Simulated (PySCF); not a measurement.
C₆H₆O₃.
SMILES with atom numbers: `[CH3:1][O:2][C:3](=[O:4])[c:5]1[cH:6][cH:7][o:8][cH:9]1` (hydrogens: H10, H11, H12 on C1; H13 on C6; H14 on C7; H15 on C9)

Computed with PySCF at CAM-B3LYP/def2-SVPD, non-relativistic, on one gas-phase PBE0-D3(BJ)/def2-SVP geometry that isn't relaxed in the solvent. The solvent is an IEF-PCM continuum (cavity from Bondi-type radii × 1.2), and excitations are vertical TDDFT with non-equilibrium linear response and a frozen core. The model holds no explicit solvent molecules, cavitation or dispersion.

Gas-phase singlets (H = HOMO, L = LUMO):

```csv
state,E (eV),λ (nm),f,leading configurations
S1,5.503,225,0.000,H-1→L 87%
S2,5.652,219,0.081,H→L 96%
S3,6.525,190,0.009,"H→L+2 50%, H-2→L 47%"
S4,6.860,181,0.003,"H→L+1 64%, H→L+3 31%"
S5,6.977,178,0.611,"H-2→L 49%, H→L+2 44%"
```

Task: Give the list for chloroform (ε = 4.711), n² = 2.09.

Result: 
```tsv
state	E (eV)	λ (nm)	f	leading configurations	change by rank (eV)
S1	5.497	226	0.108	H→L 97%	-0.006
S2	5.619	221	0.000	H-2→L 89%	-0.033
S3	6.483	191	0.013	H-1→L 52%, H→L+2 45%	-0.042
S4	6.788	183	0.724	H→L+2 50%, H-1→L 44%	-0.072
S5	6.850	181	0.002	H→L+1 69%, H→L+3 26%	-0.127
```

Task: How does the list change in acetonitrile (ε = 35.69)?

Result: 
| state | E (eV) | λ (nm) | f | leading configurations | change by rank (eV) |
| --- | --- | --- | --- | --- | --- |
| S1 | 5.478 | 226 | 0.103 | H→L 97% | -0.025 |
| S2 | 5.664 | 219 | 0.000 | H-2→L 89% | +0.012 |
| S3 | 6.484 | 191 | 0.020 | H-1→L 58%, H→L+2 39% | -0.041 |
| S4 | 6.802 | 182 | 0.692 | H→L+2 56%, H-1→L 39% | -0.058 |
| S5 | 6.853 | 181 | 0.001 | H→L+1 70%, H→L+3 24% | -0.124 |

Task: The ground-state energy changes by -0.266 eV from gas to acetonitrile. By how much does the total energy of gas-phase S2 change?

Result: E(S2) = E(S0) + excitation energy, so it changes by -0.266 − 0.174 = -0.440 eV: it is lowered more than the ground state, which is what a red shift means. This is the vertical state, with the slow part of the continuum still set for S0.

Task: How do the frontier levels move from gas to acetonitrile?

Result: 
```csv
orbital,gas (eV),solvent (eV),change (eV),"Löwdin shares, gas","Löwdin shares, solvent"
LUMO+2,1.34,1.40,+0.06,"C7 28 %, C6 26 %, O8 12 %, H14 7 %","C7 28 %, C6 25 %, O8 12 %, H14 7 %"
LUMO+1,1.22,1.26,+0.04,"C1 18 %, C3 15 %, C6 8 %, O2 8 %","C3 19 %, C1 15 %, O4 12 %, C9 8 %"
LUMO,0.14,0.06,-0.08,"C9 23 %, C3 19 %, O4 14 %, C5 14 %","C9 22 %, C3 21 %, O4 15 %, C5 13 %"
HOMO,-8.42,-8.38,+0.04,"C7 27 %, C9 25 %, C5 15 %, C6 15 %","C7 28 %, C9 24 %, C6 16 %, C5 15 %"
HOMO-1,-9.75,-9.82,-0.07,"O4 69 %, O2 11 %, C3 9 %, C5 6 %","C5 25 %, C6 24 %, O8 22 %, C7 7 %"
HOMO-2,-9.82,-10.03,-0.21,"C6 26 %, C5 24 %, O8 22 %, C7 8 %","O4 67 %, O2 11 %, C3 9 %, C5 6 %"
HOMO-3,-10.37,-10.46,-0.09,"O2 44 %, O4 27 %, C1 11 %, C3 8 %","O2 42 %, O4 26 %, C1 12 %, C3 7 %"
```

The HOMO–LUMO gap goes from 8.56 to 8.44 eV. Rows go by rank; for HOMO-2, HOMO-1, LUMO+1 and LUMO+2 the atom shares or the degeneracy differ between the runs, so the row needn't follow one orbital.

Cost: about 1.8 min of CPU time on one thread; the machine was shared, so the figure is rough. This is the whole response run at CAM-B3LYP/def2-SVPD in acetonitrile, SCF included.

Shape of the structure used: `[CH3:1][O:2][C:3](=[O:4])[c:5]1[cH:6][cH:7][o:8][cH:9]1`: C1–O2–C3–O4 0°, O2–C3–C5–C6 1°.
